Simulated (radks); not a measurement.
The mean radii <r> (bohr) of the occupied orbitals of an atom or ion are listed with their occupations. Method: Dirac Kohn-Sham, exchange-only PBE, spin-unpolarised, spherical densities, finite nucleus; Fermi nuclear charge, rms radius of each element as measured or else 0.836 A^(1/3) + 0.57 fm; computed with a radial shooting solver on a logarithmic mesh with Libxc functionals.

| orbital | occ. | <r> |
|---|---|---|
| 1s1/2 | 2 | 0.1202 |
| 2s1/2 | 2 | 0.6256 |
| 2p1/2 | 2 | 0.6003 |
| 2p3/2 | 4 | 0.6026 |
| 3s1/2 | 1 | 2.215 |

Name the element and its charge. Open shells, if any, fill j = l - 1/2 first.

Answer. Z = 13, aluminium, charge +2: Al2+ in [Ne] 3s1. The 1s radius gives Z: for a bare nucleus <r> = (2 gamma + 1)/(2Z) with gamma = sqrt(1 - (Z/c)^2), 0.115 bohr for Z = 13, and screening makes it slightly larger (0.1202 here). The occupations add up to 11, and the charge is Z minus that.
